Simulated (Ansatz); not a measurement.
Consider the formal exchange of groups at the Si–O bond: `O[Si](Cl)(Cl)O[SiH3]` + `C=C=CN` → `C=C=C(N)[SiH3]` + `O[Si](O)(Cl)Cl`.

Calculated with Ansatz (gas phase, PBE0-D4/def2-TZVP geometries, no zero-point term in ΔE). CBS: MP2 limit from def2 TZ/QZ plus the TZ coupled-cluster correction, frozen cores. Functionals use def2-TZVPP. B3LYP here is the variant with VWN-RPA as its local correlation; programs differ in this. Each species was taken in one conformer, which may not be the lowest.

| level | ΔE (kcal/mol) |
| --- | --- |
| PBE-D4 | 20.0 |
| PBE0-D4 | 21.7 |
| B3LYP-D4 | 24.4 |
| ωB97X-V | 23.8 |
| r2SCAN | 22.8 |
| CCSD/def2-TZVPP | 24.8 |
| CCSD(T)/def2-TZVPP | 23.8 |
| MP2/CBS(def2) | 23.4 |

Question: What does CCSD(T)/CBS give? (Estimate.)

Answer: The calculation gave: +23.9 kcal/mol. The listed levels differ from it by -3.9, -2.2, 0.5, -0.1, -1.1, 0.9, -0.1, -0.5 kcal/mol.

Largest T1 diagnostic among the species: 0.013.

In def2-TZVPP, CCSD(T) changes the Hartree–Fock value by −5.8 kcal/mol (the triples alone add −1.1 kcal/mol) and MP2 by −6.3 kcal/mol. From PBE to PBE0 (25 % exact exchange), in def2-TZVPP and without D4, ΔE moves by +1.6 kcal/mol.
